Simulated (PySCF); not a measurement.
A small calculation by hand: entropy of an ideal gas

F3HOZr, SMILES [Zr]([F])([F])([OH])[F], multiplicity 1.

Geometry: PBE-D3(BJ)/def2-SVP. The multiplicity is an assumed one; no other spin state was optimised. The structure was generated by enumeration; whether it is a known compound was not checked. The def2 effective core potentials stand for the cores of Zr; spin–orbit coupling is left out. The values are those of a single conformer.

PBE-D3(BJ)/def2-SVP in PySCF 2.14.0 gives the harmonic wavenumbers 154, 154, 166, 166, 169, 273, 273, 656, 676, 676, 743, 3872 cm⁻¹ and the rotational temperatures 0.1321, 0.1321, 0.1306 K. The molar mass is 165.23 g/mol, the symmetry number 3, the spin multiplicity 1.

Work out the entropy at 298.15 K and 1 atm in the rigid-rotor, harmonic-oscillator model.


Translation (Sackur–Tetrode at 1 atm): S = R[1.5 ln M + 2.5 ln T − 1.16487] = 172.4 J/(mol K).
Rotation: q = (√π/σ) T^1.5/√(θA θB θC) = 63700, S = R[ln q + 3/2] = 104.4 J/(mol K).
Vibration: with u = 1.4388 ν/T, each mode gives R[u/(e^u − 1) − ln(1 − e^−u)]:
```tsv
ν (cm⁻¹)	modes	u	S (J/(mol K))
154	2	0.74	21.94
166	2	0.80	20.76
169	1	0.82	10.24
273	2	1.32	13.20
656	1	3.17	1.52
676	2	3.26	2.81
743	1	3.59	1.08
```
The stiffer modes add less than 0.005 each. Sum 71.5 J/(mol K).
Spin: R ln 1 = 0.0 J/(mol K).
Total 348.4 J/(mol K); the program's own thermochemistry gives 348.4. Translation makes up 49 % and vibration 21 %. Anharmonicity, hindered rotation and orbital degeneracy are left out.
